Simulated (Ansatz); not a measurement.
Ansatz (a quantum-chemistry and plane-wave program) input (PBE0/def2-TZVP):

Ansatz 0.2 input:
```yaml
crystal:
  periodic: [false, false, false]
  atoms:
    - {symbol: Si, position_ang: [0.13988429, -0.02547404, 0.33656952]}
    - {symbol: C, position_ang: [1.61668713, -0.40486062, -0.70591463]}
    - {symbol: C, position_ang: [-1.20387603, -1.30404454, 0.04688579]}
    - {symbol: C, position_ang: [-0.48099417, 1.70881280, -0.02552169]}
    - {symbol: H, position_ang: [0.53358578, -0.08536595, 1.77501060]}
    - {symbol: H, position_ang: [1.88834304, -1.41358312, -0.99953332]}
    - {symbol: H, position_ang: [2.31303621, 0.35647088, -1.04207272]}
    - {symbol: H, position_ang: [-0.83902906, -2.31172795, 0.25674889]}
    - {symbol: H, position_ang: [-1.54957794, -1.28044037, -0.98886268]}
    - {symbol: H, position_ang: [-2.06373601, -1.11878567, 0.69431468]}
    - {symbol: H, position_ang: [-0.81107363, 1.79752888, -1.06283498]}
    - {symbol: H, position_ang: [-1.32425217, 1.96326611, 0.62024426]}
    - {symbol: H, position_ang: [0.30342212, 2.44982801, 0.14231523]}
basis:
  gaussian:
    orbitals: def2-TZVP
hamiltonian:
  xc: {name: PBE0}
magnetization: {spin_polarized: true, initial_magnetization: 1}
```

Output:

```
Functional definition: PBE0
integrals: 0.10 GiB planned
1204 factors; their error is unknown
0.26 GiB of the device are held for the grids
0.94 GiB of device memory are held for the factors and their scratch space
mean field: 0.96 GiB planned
mean field evaluation 1: about -11117.4003 eV, gradient 5.0e1 eV
mean field evaluation 2: about -11115.0126 eV, gradient 5.1e1 eV
mean field evaluation 4: about -11128.6269 eV, gradient 1.5e0 eV
mean field evaluation 8: about -11128.6378 eV, gradient 4.0e-2 eV
mean field evaluation 16: about -11128.6591 eV, gradient 3.2e-5 eV
mean field -11128.65910884 eV, -408.9706789737 hartree, gradient 3.2e-5 eV, S^2 0.754598; 0 other end points of the search recorded, 0 dependent functions left out
reference -11128.65914212 eV, -408.9706801970 hartree; 21, 20 occupied and 163, 164 virtual orbitals, 1204 factors
Total energy: -11128.65914212 eV, -408.9706801970 hartree
```

It need not be the lowest isomer of its formula.
